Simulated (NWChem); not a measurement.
System: C5H3NS; SMILES C#Cc1cncs1

Program: NWChem. Coordinates come from a PBE0/def2-SVP optimisation. Level: PBE0/def2-SVP with SMD (1 M gas to 1 M solution), gas-phase geometry.

For solvent water:

| Item | Result |
|---|---|
| solvation free energy (kcal/mol) | -3.3 |
| cavity-dispersion-structure term (kcal/mol) | 3.0 |
| dipole in solution (D) | 1.54 |

Task: What are these values for solvent toluene?

Result: 
| Item | Value |
|---|---|
| solvation free energy (kcal/mol) | -4.3 |
| cavity-dispersion-structure term (kcal/mol) | -0.8 |
| dipole in solution (D) | 1.42 |
